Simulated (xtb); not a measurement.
A run for xtb: GFN-FF on C2H6OSi (SMILES CO[Si]C), a point of a torsion scan.

```
$ xtb mol.xyz --gfnff --sp --chrg 0 --uhf 0
10

C      1.89364879    -0.21900261    -0.02158337
O      0.65792981     0.38755707    -0.15610562
Si    -0.54792084     0.61430389     0.94950516
C     -1.23979641     2.22740743     0.18732606
H      2.62745953     0.50396161     0.34832049
H      2.21715013    -0.57977797    -1.00071663
H      1.85659439    -1.06302994     0.67462783
H     -1.02075166     2.31538972    -0.87723370
H     -0.80928667     3.09509006     0.68660810
H     -2.31855135     2.29069770     0.31833985
```

What total energy does the run end on?

-1.3109 hartree.
